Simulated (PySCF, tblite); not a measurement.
Isomers of C5H12OSi2. Calculated harmonic vibrations of the isolated species, GFN2-xTB (tblite), most abundant isotopes, no scaling. Against measured fundamentals such values can be off by several per cent, at times by over 20. Modes of hydrogen on silicon can be 10 to 20 % off. One conformer each.

Electronic energies: PBE0-D3(BJ)/def2-SVP at its own geometries (PySCF, gas phase).

| SMILES | electronic energy, lowest = 0 (kcal/mol) |
| --- | --- |
| C1C[Si@H](C2CC2)O[SiH2]1 | 0.0 |
| CCCO[SiH2]C#C[SiH3] | 64.5 |
| C#C[SiH2]O[SiH2]C(C)C | 35.6 |
| CC(C)[Si@H](O)C#C[SiH3] | 48.2 |
| C=C[Si]1(O[SiH3])CCC1 | 16.4 |

**Question.** How do GFN2-xTB zero-point energies change the relative energies?

**Answer.** 
| SMILES | ZPE (kcal/mol) | of it from modes above 1550 cm⁻¹ | electronic (kcal/mol) | with ZPE, lowest = 0 (kcal/mol) | lowest mode (cm⁻¹) | rings |
| --- | --- | --- | --- | --- | --- | --- |
| C1C[Si@H](C2CC2)O[SiH2]1 | 97.8 | 48.8 | 0.0 | 0.0 | 25 | 2 |
| C=C[Si]1(O[SiH3])CCC1 | 95.5 | 51.1 | 16.4 | 14.1 | 18 | 1 |
| C#C[SiH2]O[SiH2]C(C)C | 93.3 | 50.8 | 35.6 | 31.1 | 8 | 0 |
| CC(C)[Si@H](O)C#C[SiH3] | 93.0 | 51.4 | 48.2 | 43.4 | 13 | 0 |
| CCCO[SiH2]C#C[SiH3] | 92.2 | 49.1 | 64.5 | 59.0 | 15 | 0 |

The zero-point energies span 5.6 kcal/mol, from `CCCO[SiH2]C#C[SiH3]` to `C1C[Si@H](C2CC2)O[SiH2]1`. The order is unchanged.

**Question.** And how do the electronic energies of GFN2-xTB itself compare?

**Answer.** `C1C[Si@H](C2CC2)O[SiH2]1` 0.0; `C=C[Si]1(O[SiH3])CCC1` 18.0; `C#C[SiH2]O[SiH2]C(C)C` 19.5; `CC(C)[Si@H](O)C#C[SiH3]` 54.1; `CCCO[SiH2]C#C[SiH3]` 48.9 kcal/mol, lowest = 0. Against the energies above, taken from the same isomer `C1C[Si@H](C2CC2)O[SiH2]1`, the largest difference is 16.1 kcal/mol. The two levels were optimised apart and needn't hold the same conformer.
